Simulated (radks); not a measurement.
Ionisation of the xenon ion Xe2+, [Kr] 4d10 5s2 5p4, to [Kr] 4d10 5s2 5p3 as the strength of local exchange is varied. All-electron calculation, Dirac Kohn-Sham, Slater X-alpha exchange (alpha = 2/3 is LDA exchange), no correlation, spin-unpolarised, spherical densities, point nucleus; open shells fill j = l - 1/2 first. Program: a radial shooting solver on a logarithmic mesh with Libxc functionals.

| alpha | E(Xe2+) (hartree) | exchange (hartree) | IE (eV) | -e of the level emptied (eV) | <r> of it (bohr) |
|---|---|---|---|---|---|
| 0.667 | -7438.07118 | -175.43756 | 29.933 | 24.883 (5p3/2) | 2.131 |
| 0.702 | -7447.28235 | -184.85610 | 30.427 | 25.357 (5p3/2) | 2.118 |
| 0.788 | -7469.96054 | -208.08871 | 31.660 | 26.540 (5p3/2) | 2.087 |
| 0.839 | -7483.43946 | -221.92654 | 32.403 | 27.253 (5p3/2) | 2.070 |
| 0.858 | -7488.46678 | -227.09329 | 32.682 | 27.522 (5p3/2) | 2.063 |
| 0.875 | -7492.96754 | -231.72146 | 32.932 | 27.763 (5p3/2) | 2.058 |
| 0.935 | -7508.87258 | -248.09604 | 33.823 | 28.621 (5p3/2) | 2.038 |

NIST Atomic Spectra Database: 31.05 eV (semi-empirical). The Delta-SCF value meets it near alpha = 0.75. Spin polarisation and multiplet splitting are left out, so open shells lie too high by an amount that depends on their filling.

Beside tabulated values, note that spin-unpolarised runs miss the spin-polarisation part of the exchange energy of open shells.
